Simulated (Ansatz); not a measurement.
Zr₃O₅. Total charge 0; singlet. Geometry PBE0-D4/def2-SVP; atoms count from 1.

```xyz
8

Zr    1.762    1.965   -0.804
Zr   -0.229   -0.163   -0.161
Zr   -2.346   -2.246    0.613
O     1.073    0.976    0.772
O    -2.111   -0.308    0.217
O    -1.914   -2.444    2.284
O     3.366    1.401   -1.201
O     0.400    0.820   -1.719
```

In the def2 sets Zr takes a core potential; there is no spin–orbit coupling. The restricted singlet is unstable towards broken spin symmetry in Hartree–Fock (as tested in another run); at PBE0-D4/def2-TZVP this wasn't settled. Another isomer (singlet) lies 0.95 eV lower at PBE0-D4/def2-TZVP; other spin states weren't run for this one.

Q: Estimate the Mulliken populations from the PBE0/def2-TZVP orbitals of Ansatz.

A: 
```json
{"atom": "Zr1", "charge (e)": "1.44", "d electrons": "2.15"}
{"atom": "Zr2", "charge (e)": "1.16", "d electrons": "1.87"}
{"atom": "Zr3", "charge (e)": "0.86", "d electrons": "2.15"}
{"atom": "O4", "charge (e)": "-0.76", "d electrons": "–"}
{"atom": "O5", "charge (e)": "-0.75", "d electrons": "–"}
{"atom": "O6", "charge (e)": "-0.58", "d electrons": "–"}
{"atom": "O7", "charge (e)": "-0.60", "d electrons": "–"}
{"atom": "O8", "charge (e)": "-0.76", "d electrons": "–"}
```
Mulliken values depend strongly on the basis.

Q: And the Mayer bond orders between heavy atoms (over 0.3)?

A: Zr1–O4 0.92 (1.98 Å); Zr1–O7 2.06 (1.75 Å); Zr1–O8 0.87 (2.00 Å); Zr2–Zr3 1.04 (3.07 Å); Zr2–O4 0.98 (1.97 Å); Zr2–O5 1.06 (1.93 Å); Zr2–O8 1.04 (1.95 Å); Zr3–O5 0.82 (1.99 Å); Zr3–O6 2.14 (1.74 Å).
